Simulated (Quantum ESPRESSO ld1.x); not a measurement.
Values are calculated unless marked as measured or tabulated.
All-electron atom: Ru in [Kr] 4d8 (not the ground configuration).

Code: ld1.x of Quantum ESPRESSO 7.5. Model: scalar-relativistic Kohn-Sham, LDA (Slater exchange, Perdew-Zunger correlation), spin-polarised, spherical densities, point nucleus; open shells are filled with parallel spins first.

Energy parts (eV):
| part | energy |
|---|---|
| total | -123167.03 |
| kinetic | 127330.45 |
| electron-nucleus | -297354.37 |
| Hartree | 50367.27 |
| exchange-correlation | -3510.39 |

Orbitals (lengths in bohr, moments of r in powers of bohr; r(90%) holds 90 % of the orbital's charge):
| orbital | occ. | eigenvalue (eV) | r(90%) |
|---|---|---|---|
| 1s up | 1 | -21905.775 | 0.0600 |
| 1s down | 1 | -21905.773 | 0.0600 |
| 2s up | 1 | -3147.970 | 0.225 |
| 2s down | 1 | -3147.735 | 0.225 |
| 2p up | 3 | -2821.071 | 0.207 |
| 2p down | 3 | -2820.886 | 0.207 |
| 3s up | 1 | -551.478 | 0.595 |
| 3s down | 1 | -551.312 | 0.595 |
| 3p up | 3 | -444.066 | 0.609 |
| 3p down | 3 | -443.886 | 0.609 |
| 3d up | 5 | -270.671 | 0.612 |
| 3d down | 5 | -270.429 | 0.612 |
| 4s up | 1 | -74.166 | 1.49 |
| 4s down | 1 | -73.124 | 1.49 |
| 4p up | 3 | -44.383 | 1.69 |
| 4p down | 3 | -43.293 | 1.69 |
| 4d up | 5 | -3.828 | 3.01 |
| 4d down | 3 | -2.844 | 3.19 |

The highest occupied level is 4d down at -2.844 eV. Summed over all electrons, <r^2> = 48.99 bohr^2, which gives a Langevin (diamagnetic) susceptibility term of -38.8 x 10^-6 cm^3/mol.
